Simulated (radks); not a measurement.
Values are calculated unless marked as measured or tabulated.
Q: These are the eigenvalues of the occupied orbitals of an atom or ion with whole-number occupations (Ry). Code: a radial shooting solver on a logarithmic mesh with Libxc functionals. Model: Dirac Kohn-Sham, PBE, spin-unpolarised, spherical densities, finite nucleus; Fermi nuclear charge, rms radius of each element as measured or else 0.836 A^(1/3) + 0.57 fm.

| orbital | eigenvalue |
|---|---|
| 1s1/2 | -2424.768 |
| 2s1/2 | -376.5148 |
| 2p1/2 | -353.4203 |
| 2p3/2 | -331.4633 |
| 3s1/2 | -77.87935 |
| 3p1/2 | -68.32867 |
| 3p3/2 | -64.19633 |
| 3d3/2 | -47.36801 |
| 3d5/2 | -46.49906 |
| 4s1/2 | -15.60214 |
| 4p1/2 | -12.26772 |
| 4p3/2 | -11.46199 |
| 4d3/2 | -6.09694 |
| 4d5/2 | -5.97000 |
| 5s1/2 | -3.39480 |
| 5p1/2 | -2.57739 |

Which element is it, and in what charge state? The configuration may be excited. Open shells, if any, fill j = l - 1/2 first.

A: Z = 53, iodine, charge +3: I3+ in [Kr] 4d10 5s2 5p2. The list shows which subshells hold electrons but not how many an open one holds; the 1s level, -1212.4 hartree, gives Z - s = 49.2 by -(Z - s)^2/2, which with screening and relativity narrows Z to a few neighbours, and the depths of the outer levels then fix element, charge and occupations together.
